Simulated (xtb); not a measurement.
C3F5 (SMILES FC(F)=[C]C(F)(F)F), doublet, at a GFN2-xTB geometry; GFN2-xTB in xtb.

The xtb input:
```
$ xtb mol.xyz --gfn 2 --uhf 1 --etemp 1000 --json

# file mol.xyz
8

F      2.08823266    -0.84310013     1.48714242
C      1.34967774    -0.21136558     0.60608940
F      2.10820213     0.63648515    -0.08184707
C      0.07347268    -0.39191493     0.43848846
C     -1.08282283     0.04051778    -0.34952189
F     -1.28492352     1.36519252    -0.24993221
F     -2.21267400    -0.55444525     0.03690842
F     -0.92572232    -0.22895712    -1.65564220
```

It wrote (shortened):

```
   ID    Z sym.   atoms
    1    9 F      1, 3, 6-8
    2    6 C      2, 4, 5

           -------------------------------------------------
          |                Calculation Setup                |
           -------------------------------------------------

           -------------------------------------------------
          |                 G F N 2 - x T B                 |
           -------------------------------------------------

          ...................................................
          :                      SETUP                      :
          :.................................................:
          :  # basis functions                  32          :
          :  # atomic orbitals                  32          :
          :  # shells                           16          :
          :  # electrons                        47          :
          :  max. iterations                   250          :
          :  Hamiltonian                  GFN2-xTB          :
          :  restarted?                      false          :
          :  GBSA solvation                  false          :
          :  PC potential                    false          :
          :  electronic temp.         1000.0000000     K    :
          :  accuracy                    1.0000000          :
          :  -> integral cutoff          0.2500000E+02      :
          :  -> integral neglect         0.1000000E-07      :
          :  -> SCF convergence          0.1000000E-05 Eh   :
          :  -> wf. convergence          0.1000000E-03 e    :
          :  Broyden damping             0.4000000          :
          :  net charge                          0          :
          :  unpaired electrons                  1          :
          ...................................................

 iter      E             dE          RMSdq      gap      omega  full diag
   1    -30.0112035 -0.300112E+02  0.617E+00    5.01       0.0  T
   2    -30.0693728 -0.581693E-01  0.368E+00    3.97       1.0  T
   3    -30.0746300 -0.525717E-02  0.211E+00    4.71       1.0  T
   4    -30.0851782 -0.105483E-01  0.792E-01    4.16       1.0  T
   5    -30.0880404 -0.286220E-02  0.932E-02    4.31       1.0  T
   6    -30.0880448 -0.440090E-05  0.491E-02    4.31       1.0  T
   7    -30.0880466 -0.176215E-05  0.992E-03    4.31       3.6  T
   8    -30.0880469 -0.298503E-06  0.203E-03    4.31      17.4  T
   9    -30.0880469 -0.261016E-07  0.564E-04    4.31      62.6  T
[...]
         :: total energy             -29.950357921556 Eh    ::
[...]
     1   9 F        0.790    -0.130    10.536     3.834
     2   6 C        2.550     0.359    20.973     7.485
     3   9 F        0.789    -0.137    10.608     3.847
     4   6 C        1.973    -0.075    33.110     9.292
     5   6 C        3.331     0.513    17.000     6.541
     6   9 F        0.792    -0.178    11.011     3.920
     7   9 F        0.792    -0.173    10.963     3.911
     8   9 F        0.792    -0.178    11.013     3.920

 Mol. C6AA /au·bohr⁶  :        937.659255
 Mol. C8AA /au·bohr⁸  :      20864.495597
 Mol. α(0) /au        :         42.751132

Wiberg/Mayer (AO) data.
largest (>0.10) Wiberg bond orders for each atom

 ---------------------------------------------------------------------------
     #   Z sym  total        # sym  WBO       # sym  WBO       # sym  WBO
 ---------------------------------------------------------------------------
     1   9 F    1.208 --     2 C    1.020     4 C    0.117
     2   6 C    3.862 --     4 C    1.820     1 F    1.020     3 F    0.980
     3   9 F    1.199 --     2 C    0.980     4 C    0.154
     4   6 C    3.219 --     2 C    1.820     5 C    1.000     3 F    0.154
                             1 F    0.117
     5   6 C    3.869 --     4 C    1.000     7 F    0.962     8 F    0.944
                             6 F    0.942
     6   9 F    1.106 --     5 C    0.942
     7   9 F    1.102 --     5 C    0.962
     8   9 F    1.105 --     5 C    0.944
 ---------------------------------------------------------------------------

Topologies differ in total number of bonds
Writing topology from bond orders to xtbtopo.mol

molecular dipole:
                 x           y           z       tot (Debye)
 q only:        0.264      -0.207       0.296
   full:        0.304      -0.214       0.313       1.235
molecular quadrupole (traceless):
                xx          xy          yy          xz          yz          zz
 q only:       -2.301      -0.088       1.341      -1.127       0.677       0.961
  q+dip:       -1.684      -0.417       1.008      -0.795       1.676       0.676
   full:       -2.861      -0.336       1.685      -1.375       1.586       1.177

           -------------------------------------------------
          | TOTAL ENERGY              -29.950357921556 Eh   |
          | GRADIENT NORM               0.000158120127 Eh/α |
          | HOMO-LUMO GAP               4.309447789776 eV   |
           -------------------------------------------------

normal termination of xtb
```
